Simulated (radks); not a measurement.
Values are calculated unless marked as measured or tabulated.
Problem. The table gives one normalised radial function P(r) = r R(r) (large component) of Te14+ in [Kr] 4d2 (r in bohr). Level of theory: Dirac Kohn-Sham, LB94 model potential, spin-unpolarised, spherical densities, finite nucleus; open shells fill j = l - 1/2 first; Fermi nuclear charge, rms radius 4.7423 fm (a radial shooting solver on a logarithmic mesh with Libxc functionals).

r,P
0.002982,0.0147
0.003852,0.0238
0.004936,0.0376
0.006326,0.0590
0.008171,0.0929
0.01047,0.1424
0.01342,0.2144
0.01733,0.3195
0.02221,0.4564
0.02846,0.6274
0.03677,0.8256
0.04712,1.0028
0.06086,1.1019
0.07799,1.0246
0.09995,0.6876
0.1291,0.0373
0.1654,-0.7812
0.212,-1.5339
0.2739,-1.9287
0.3509,-1.7837
0.4497,-1.2428
0.5809,-0.6161
0.7444,-0.2165
0.9616,-0.0466
1.232,-0.0060
1.579,-0.0004
2.04,0.0000
2.614,0.0000

Which n and l does it have? It may be an empty orbital.

Solution. n = 3, l = 1: the number of nodes gives n - l - 1 = 1, the rise at small r points to l (this Dirac orbital starts outside the nucleus as r^gamma with gamma = sqrt((l + 1)^2 - (Z/c)^2) = 1.96; the j = 3/2 orbital of l + 1 starts with the same power, but with a smaller coefficient, and then steepens), and the extent must fit the shell. The curve is that of 3p3/2; the two j differ most near the nucleus, where j = l - 1/2 has the larger amplitude, and in heavy atoms j = l - 1/2 is also the more compact. 3p3/2: eigenvalue -1122.6 eV, 1 radial node at r = 0.131 bohr, <r> = 0.321 bohr, 90 % of the charge inside 0.481 bohr.
